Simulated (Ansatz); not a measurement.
Cartesian coordinates (Å):
```xyz
19

B      2.4869    -1.6471     0.0645
C      1.1659    -0.8605     0.0460
C     -0.0494    -1.5170     0.2758
C     -1.2908    -0.8448     0.2707
C     -2.5013    -1.5650     0.5121
C     -3.5271    -2.1791     0.7179
C     -1.3230     0.5319     0.0271
C     -0.1357     1.2376    -0.2092
C      0.0457     2.6374    -0.4766
C      1.3543     2.9587    -0.6551
S      2.4217     1.6013    -0.5104
C      1.0929     0.5323    -0.1964
H      2.4729    -2.8365     0.2769
H      3.5420    -1.0897    -0.1317
H     -0.0388    -2.5921     0.4671
H     -4.4351    -2.7236     0.8998
H     -2.2814     1.0555     0.0221
H     -0.7707     3.3582    -0.5306
H      1.7710     3.9425    -0.8698
```
Charge 0, multiplicity 1.

Calculation: frozen-core CCSD(T)/cc-pVDZ // PBE0-D3(BJ)/def2-SVP (Ansatz, a program for electronic structure). The restricted HF reference is unstable towards unrestricted orbitals.

```
Quantity                        Value
----------------------  -------------
HF energy               -804.92786 Ha
MP2 correlation energy    -1.49386 Ha
```

Q: Estimate the CCSD correlation energy, the (T) correction, the total energy and the T1 diagnostic.

A: 
```json
{
 "CCSD correlation energy": "-1.54934 Ha",
 "(T) correction": "-0.07530 Ha",
 "CCSD(T) total energy": "-806.55250 Ha",
 "T1 diagnostic": "0.013"
}
```
